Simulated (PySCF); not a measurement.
**Electronic structure of Sc⁺ (scandium, charge +1) at the MN15 level**

Configuration: [Ar] 3d1 4s1, high-spin 3D determinant. Computed with PySCF 2.14 in 6-31G* (5s4p2d1f, 34 functions), with no relativity, point nucleus.

```json
{
  "Total energy": "-760.262 hartree",
  "One-electron energy": "-1034.947 hartree",
  "Hartree (Coulomb) energy": "313.420 hartree",
  "Exchange-correlation energy": "-38.735 hartree",
  "Kinetic energy": "759.31549 hartree",
  "⟨S²⟩": "2.0002",
  "⟨L²⟩": "6.113",
  "Sum of ⟨r⟩": "16.94 bohr",
  "Sum of ⟨r²⟩": "30.12 bohr²",
  "Traceless quadrupole moment −½Σ⟨3z² − r²⟩ along its main axis": "0.243 e·bohr²",
  "Density at the nucleus (Gaussians lack the cusp)": "5810 bohr⁻³",
  "Spin density at the nucleus": "2.26 bohr⁻³",
  "Langevin diamagnetic susceptibility": "-23.9 ×10⁻⁶ cm³/mol",
  "Time after the integrals": "2.4 s of wall time on 1 thread of Neoverse-N1 (shared host)"
}
```

| shell | electrons | mean orbital energy (hartree) | spread (hartree) | rms radius, mean of both spins (bohr) |
| --- | --- | --- | --- | --- |
| 1s α | 1 | -160.42345 | 0 | 0.0853 |
| 1s β | 1 | -160.42310 | 0 | 0.0853 |
| 2s α | 1 | -17.41139 | 0 | 0.378 |
| 2s β | 1 | -17.40679 | 0 | 0.378 |
| 2p α | 3 | -14.72181 | 0.01113 | 0.342 |
| 2p β | 3 | -14.71694 | 0.01993 | 0.342 |
| 3s α | 1 | -2.40394 | 0 | 1.16 |
| 3s β | 1 | -2.37654 | 0 | 1.16 |
| 3p α | 3 | -1.64701 | 0.01822 | 1.27 |
| 3p β | 3 | -1.61358 | 0.03997 | 1.27 |
| 3d α | 1 | -0.47354 | 0 | 1.80 |
| 4s α | 1 | -0.40329 | 0 | 3.68 |
